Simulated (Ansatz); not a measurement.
Geometry optimisation, RKS B3LYP-D4/STO-3G in Ansatz.

input.yaml

```yaml
crystal:
  periodic: [false, false, false]
  atoms:
    - { symbol: C, position_ang: [-0.6011, 0.1787, 1.6877] }
    - { symbol: C, position_ang: [-0.1109, 0.1959, 0.4524] }
    - { symbol: C, position_ang: [-0.0854, 1.4436, -0.4005] }
    - { symbol: Al, position_ang: [0.5973, -1.5094, -0.3114] }
    - { symbol: O, position_ang: [1.2158, -1.5781, -2.0241] }
    - { symbol: H, position_ang: [-0.7193, -0.6637, 2.2732] }
    - { symbol: H, position_ang: [-1.0059, 1.1514, 2.0991] }
    - { symbol: H, position_ang: [0.7835, 1.3759, -1.1611] }
    - { symbol: H, position_ang: [-1.0244, 1.6047, -0.8532] }
    - { symbol: H, position_ang: [0.1694, 2.332, 0.2666] }
    - { symbol: H, position_ang: [0.4102, -2.8597, 0.5755] }
    - { symbol: H, position_ang: [0.4478, -1.7264, -2.5702] }
basis:
  gaussian: { orbitals: STO-3G }
hamiltonian:
  xc: b3lyp
  dispersion: d4
relax:
  f_tol: 0.02
  max_steps: 40
```

Command:

```bash
$ ansatz run input.yaml --threads 1 --pin off --max-ram 2048MiB --backend cpu --events-out ev --progress --plain --runs-dir out
```

Task: Where does it end, and by what steps?

Result: It converged. Limits of this set-up: minimal basis. After 18 steps the energy has fallen by 1.404 eV; H12 moved furthest, 0.95 Å.

```csv
step,energy less start (eV),largest force component (eV/Å),accepted
0,0.0000,4.920,yes
1,-0.8035,1.423,yes
2,-0.8254,1.507,yes
3,-0.9879,1.115,yes
4,-1.0326,2.108,yes
5,-1.1643,1.357,yes
6,-1.2961,0.718,yes
7,-1.3552,1.105,yes
8,-1.3664,0.871,yes
9,-1.3880,0.449,yes
10,-1.3903,0.168,yes
11,-1.3989,0.067,yes
12,-1.3999,0.044,yes
13,-1.4017,0.089,yes
14,-1.4026,0.069,yes
15,-1.4032,0.070,yes
16,-1.4035,0.047,yes
17,-1.4037,0.021,yes
18,-1.4038,0.010,yes
```

```xyz
12
Properties=species:S:1:pos:R:3
C -0.482 0.208 1.701
C -0.112 0.075 0.417
C -0.081 1.333 -0.480
Al 0.361 -1.641 -0.282
O 0.788 -1.786 -1.918
H -0.525 -0.646 2.391
H -0.766 1.171 2.151
H 0.934 1.513 -0.876
H -0.749 1.218 -1.352
H -0.394 2.236 0.066
H 0.381 -2.886 0.542
H 0.722 -0.851 -2.326
```

Whether the end is a true minimum wasn't checked by a vibrational analysis.

Time of the run: 2.1 min on 1 CPU thread of a shared host.
